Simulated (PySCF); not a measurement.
Question: Give a PBE0-D3(BJ)/def2-SVP geometry of `ClC(Cl)(Cl)[BH2-][NH3+]`.

Answer: 
Z-matrix in Å and degrees, rows numbered from 1:
```
N 
B   1  1.6096
C   2  1.6205  1  104.62
Cl  3  1.7624  2  111.29  1  -179.79
Cl  3  1.8123  2  110.26  1   -58.52
Cl  3  1.8117  2  110.31  1    58.86
H   1  1.0248  2  109.46  3   -58.73
H   1  1.0249  2  109.41  3    58.78
H   1  1.0194  2  111.91  3  -179.98
H   2  1.2177  1  107.61  3   118.00
H   2  1.2176  1  107.58  3  -117.95
```

B2 (four-coordinate boron) is distorted tetrahedral (angles from 104.6° to 114.7°). The C–Cl distances run from 1.762 Å (C3–Cl4, drawn single) to 1.812 Å (C3–Cl5, drawn single), a spread of 0.050 Å. N1 (nitrogen bonded to B and 3 H) is tetrahedral (angles from 107.5° to 111.9°). Of the pairs four or more bonds apart, Cl5···H8 is among the closest relative to their van der Waals radii: 2.60 Å, 88 % of the sum of Bondi's values.

Level of theory: PBE0-D3(BJ)/def2-SVP geometry optimisation, gas phase (PySCF).

Point group: Cs (tolerance 0.08 Å). PBE0-D3(BJ)/def2-SVP frequencies: not computed here.
